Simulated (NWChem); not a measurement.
Molecule: SiH₄O₂; SMILES O[SiH2]O

```xyz
7

Si     0.0000     0.0000    -0.4255
O     -1.3853     0.0511     0.4893
O      1.3853    -0.0511     0.4893
H     -0.0651     1.2367    -1.2500
H      0.0651    -1.2367    -1.2500
H     -1.5866    -0.7328     1.0090
H      1.5866     0.7328     1.0090
```
Atoms are numbered in this order, from 1.

Structure relaxed at the PBE0/def2-SVP level.

### Question
Give the principal values of the shielding tensors (ppm) of Si1, O2 from B3LYP/6-31G* (spherical d), GIAO (NWChem), with their diamagnetic and paramagnetic parts as GIAO splits them.

### Answer
| atom | σ11 | σ22 | σ33 | isotropic | diamagnetic | paramagnetic |
|---|---|---|---|---|---|---|
| Si1 | 411.1 | 431.3 | 439.2 | 427.2 | 881.4 | -454.2 |
| O2 | 221.9 | 282.5 | 299.5 | 268.0 | 391.7 | -123.7 |
